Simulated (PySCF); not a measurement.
Job for PySCF: D3(BJ) and D4 dispersion corrections on AsF2H2In (SMILES [F][In]([F])[AsH2]), a point of a torsion scan.

```python
from pyscf import gto
from pyscf.dispersion import dftd3, dftd4

mol = gto.M(
    atom='''
    F    -2.26844923   -1.60907515    0.40059523
    In   -1.02029709   -0.09309460   -0.02096795
    F    -1.84739508    1.72963337   -0.22370320
    As    1.55476355   -0.38690559   -0.22574348
    H     1.70070194    1.03022296    0.25303634
    H     1.56737483   -0.86406657    1.20373486
    ''',
    basis='def2-svp',
    charge=0, spin=0, verbose=0, max_memory=1800)
d3, d4 = {}, {}
for xc in ['hf', 'pbe', 'blyp', 'revpbe', 'tpss', 'r2scan', 'b3lyp', 'pbe0', 'bhlyp', 'camb3lyp', 'b2plyp']:
    d3[xc] = float(dftd3.DFTD3Dispersion(mol, xc=xc, version='d3bj', atm=False).get_dispersion()['energy'])
    print(f'D3(BJ) {xc:10s} {d3[xc]:14.8f} Eh')
for xc in ['hf', 'pbe', 'blyp', 'revpbe', 'tpss', 'r2scan', 'b3lyp', 'pbe0', 'bhlyp', 'camb3lyp', 'b2plyp']:
    d4[xc] = float(dftd4.DFTD4Dispersion(mol, xc={'camb3lyp': 'cam-b3lyp'}.get(xc, xc), atm=True).get_dispersion()['energy'])
    print(f'D4     {xc:10s} {d4[xc]:14.8f} Eh')
```

The log:

```
D3(BJ) hf            -0.03507958 Eh
D3(BJ) pbe           -0.00385971 Eh
D3(BJ) blyp          -0.00919560 Eh
D3(BJ) revpbe        -0.00874168 Eh
D3(BJ) tpss          -0.00515417 Eh
D3(BJ) r2scan        -0.00107694 Eh
D3(BJ) b3lyp         -0.00782012 Eh
D3(BJ) pbe0          -0.00367153 Eh
D3(BJ) bhlyp         -0.00742654 Eh
D3(BJ) camb3lyp      -0.00394240 Eh
D3(BJ) b2plyp        -0.00434073 Eh
D4     hf            -0.01357509 Eh
D4     pbe           -0.00438089 Eh
D4     blyp          -0.00915239 Eh
D4     revpbe        -0.01035664 Eh
D4     tpss          -0.00579968 Eh
D4     r2scan        -0.00098239 Eh
D4     b3lyp         -0.00717861 Eh
D4     pbe0          -0.00375355 Eh
D4     bhlyp         -0.00696090 Eh
D4     camb3lyp      -0.00394342 Eh
D4     b2plyp        -0.00300291 Eh
```

The run finished.

Cost: roughly 0.03 core-seconds.
